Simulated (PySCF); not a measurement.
Ionisation energy of F⁺ by level of theory

F⁺ [He] 2s2 2p4 (3P) → F²⁺ [He] 2s2 2p3 (4S), as a difference of total energies. All numbers are calculated (PySCF 2.14, scalar relativity by spin-free X2C-1e, in x2c-QZVPPall with one added diffuse shell each of s, p, d, f type (8s5p4d3f1g, 73 functions)). Correlated levels: valence and next inner shell: nothing frozen. The calculations carry no spin-orbit coupling.

Question: Order these methods by the ionisation energy they give, lowest first.
A. MP2 (valence and next inner shell)
B. CCSD (valence and next inner shell)
C. SCS-MP2 (valence and next inner shell)
D. UHF

Answer: D (33.388 eV), A (34.755 eV), B (34.789 eV), C (34.875 eV).

A first-order spin-orbit estimate (lowest level to lowest level, LS coupling) adds 0.020 eV.

Errors of the correlated levels include the incompleteness of this basis.

For comparison: 34.971 eV (measured; NIST Atomic Spectra Database, ionization energies).
